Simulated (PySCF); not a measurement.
## SMILES n1n(CCC)cc([SiH3])n1, C₅H₁₁N₃Si

Molfile (atoms numbered from 1):
```
C5H11N3Si
     RDKit          3D

 20 20  0  0  0  0  0  0  0  0999 V2000
   -2.2522   -0.9754   -0.6306 C   0  0  0  0  0  0  0  0  0  0  0  0
   -2.3753    0.5109   -0.3189 C   0  0  0  0  0  0  0  0  0  0  0  0
   -1.3765    0.9682    0.7497 C   0  0  0  0  0  0  0  0  0  0  0  0
   -0.0226    0.8381    0.2899 N   0  0  0  0  0  0  0  0  0  0  0  0
    0.8463   -0.1759    0.4859 C   0  0  0  0  0  0  0  0  0  0  0  0
    1.9792    0.1741   -0.2219 C   0  0  0  0  0  0  0  0  0  0  0  0
    3.6085   -0.7186   -0.4395 Si  0  0  0  0  0  4  0  0  0  0  0  0
    1.7165    1.3742   -0.7995 N   0  0  0  0  0  0  0  0  0  0  0  0
    0.5381    1.7549   -0.4945 N   0  0  0  0  0  0  0  0  0  0  0  0
   -2.9839   -1.2631   -1.3810 H   0  0  0  0  0  0  0  0  0  0  0  0
   -2.4263   -1.5711    0.2636 H   0  0  0  0  0  0  0  0  0  0  0  0
   -1.2628   -1.2109   -1.0175 H   0  0  0  0  0  0  0  0  0  0  0  0
   -2.2038    1.0943   -1.2250 H   0  0  0  0  0  0  0  0  0  0  0  0
   -3.3818    0.7297    0.0412 H   0  0  0  0  0  0  0  0  0  0  0  0
   -1.4928    0.3733    1.6596 H   0  0  0  0  0  0  0  0  0  0  0  0
   -1.5463    2.0228    0.9817 H   0  0  0  0  0  0  0  0  0  0  0  0
    0.6175   -1.0280    1.0907 H   0  0  0  0  0  0  0  0  0  0  0  0
    4.6126   -0.1451    0.4591 H   0  0  0  0  0  0  0  0  0  0  0  0
    3.3681   -2.1205   -0.0723 H   0  0  0  0  0  0  0  0  0  0  0  0
    4.0324   -0.6211   -1.8333 H   0  0  0  0  0  0  0  0  0  0  0  0
  1  2  1  0
  2  3  1  0
  3  4  1  0
  4  5  1  0
  5  6  2  0
  6  7  1  0
  6  8  1  0
  8  9  2  0
  9  4  1  0
  1 10  1  0
  1 11  1  0
  1 12  1  0
  2 13  1  0
  2 14  1  0
  3 15  1  0
  3 16  1  0
  5 17  1  0
  7 18  1  0
  7 19  1  0
  7 20  1  0
M  END
```

The calculation used GIAO B97-2/def2-SVP magnetisability, rotational g tensor and spin-rotation constants, non-relativistic, gas phase (PySCF 2.14.0). Geometry: GFN2-xTB.

Give the nuclear spin-rotation constants along the inertial axes (H = +C I·J) beside the isotropic shieldings.

Rotational constants 3.1398, 0.7269, 0.6520 GHz. A star marks the isotopologue with that one atom substituted, in its own axes.
```csv
atom,isotope,Caa (kHz),Cbb (kHz),Ccc (kHz),mean (kHz),σ (ppm)
N4,14N,0.612,0.080,0.059,0.250,24.1
N8,14N,0.868,0.133,0.070,0.357,-103.3
N9,14N,0.797,0.123,0.094,0.338,-105.2
H10,1H,-0.200,-0.070,-0.030,-0.100,30.9
H11,1H,-0.363,-0.056,-0.014,-0.144,31.3
H12,1H,0.020,-0.082,-0.069,-0.044,31.3
H13,1H,-0.315,-0.063,-0.002,-0.127,30.0
H14,1H,0.072,-0.086,-0.066,-0.027,30.3
H15,1H,-0.325,-0.050,0.004,-0.124,28.2
H16,1H,-0.232,0.023,-0.066,-0.092,27.1
H17,1H,-0.323,0.022,-0.024,-0.108,24.7
H18,1H,-0.119,-0.044,-0.026,-0.063,27.4
H19,1H,-0.281,0.023,-0.054,-0.104,27.6
H20,1H,-0.217,-0.070,0.019,-0.090,27.4
C1,13C*,0.413,0.081,0.074,0.189,182.4
C2,13C*,0.417,0.108,0.090,0.205,168.5
C3,13C*,0.505,0.137,0.115,0.252,144.9
C5,13C*,0.940,0.256,0.159,0.452,65.1
C6,13C*,1.220,0.212,0.140,0.524,65.9
Si7,29Si*,-1.436,-0.332,-0.300,-0.690,491.9
```
For the geometry as given, no vibrational averaging.
